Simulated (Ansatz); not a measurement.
Cost and result for the atomization energy of `NB(F)S` (7 atoms, 6 bonds).

Cartesian coordinates in Å:
```
N -0.467 1.097 0.025
B -0.020 -0.204 -0.202
F -0.365 -0.822 -1.338
S 1.022 -1.075 1.016
H -0.251 1.623 0.851
H -1.041 1.580 -0.643
H 1.122 -2.199 0.291
```

Charge 0, multiplicity 1. All single points use the PBE0-D4/def2-TZVP geometry. It is one conformer, not always the lowest. Program: Ansatz. Hardware: A = 2 threads of an AMD EPYC 7R13 on a shared host; B = 2 threads of an AMD EPYC 7R13 on a shared host and a share of an NVIDIA H100 80 GB. Times are those of one run each, without the atoms' runs, and a repeat can differ threefold. Electronic energies, without spin–orbit coupling; frozen cores. CCSD(T)/CBS extrapolates def2-TZVPP and def2-QZVPP, and its time is that of the two runs behind it. T1 = 0.012. B3LYP takes the VWN-RPA correlation (the form of Gaussian; ORCA's B3LYP/G).

CCSD(T)/CBS is a level of theory with its own doubt, some kJ/mol a heavy atom from the limit and from the frozen cores, so smaller differences don't rank the functionals.

```csv
level,functions,wall time
PBE0-D4/def2-TZVPP [A],177,2.2 s
PBE-D4/def2-TZVPP (with forces) [A],177,2.5 s
r2SCAN-D4/def2-TZVPP (with forces) [A],177,3 s
B3LYP-D4/def2-TZVPP (with forces) [A],177,3.2 s
B2PLYP/def2-TZVPP [A],177,3.4 s
CCSD(T)/def2-TZVPP [B],177,5.5 s
ωB97X-V/def2-TZVPP [A],177,5.5 s
ωB97M-V/def2-TZVPP (with forces) [A],177,7.5 s
CCSD(T)/def2-QZVPP [B],331,14 s
CCSD(T)/CBS(def2),–,20 s
```

Problem. What atomization energy does each give, and how far from CCSD(T)/CBS? (Estimate.)

Solution. The calculation gave: 
```tsv
level	atomization (kcal/mol)	difference from CCSD(T)/CBS	per bond
PBE0-D4/def2-TZVPP [A]	645.2	3.7	0.6
PBE-D4/def2-TZVPP (with forces) [A]	660.8	19.3	3.2
r2SCAN-D4/def2-TZVPP (with forces) [A]	646.4	4.9	0.8
B3LYP-D4/def2-TZVPP (with forces) [A]	644.8	3.3	0.5
B2PLYP/def2-TZVPP [A]	638.1	-3.4	-0.6
CCSD(T)/def2-TZVPP [B]	622.6	-18.9	-3.1
ωB97X-V/def2-TZVPP [A]	646.2	4.7	0.8
ωB97M-V/def2-TZVPP (with forces) [A]	648.8	7.3	1.2
CCSD(T)/def2-QZVPP [B]	633.8	-7.7	-1.3
CCSD(T)/CBS(def2)	641.5	0.0	0.0
```

The D4 term adds +4.5 kcal/mol with B3LYP and +2.3 kcal/mol with PBE0; it sums over pairs of atoms, weighted by their polarisabilities, and B3LYP, whose exchange is more repulsive, gets the larger term. From PBE to PBE0 (25 % exact exchange), in def2-TZVPP and without D4, the atomization energy moves by −15.1 kcal/mol: exact exchange takes away binding that semilocal exchange gives to molecules. In def2-TZVPP, CCSD(T) changes the Hartree–Fock value by +159.7 kcal/mol (the triples alone add +10.6 kcal/mol) and MP2 by +176.5 kcal/mol; breaking electron pairs costs correlation energy, which Hartree–Fock lacks.
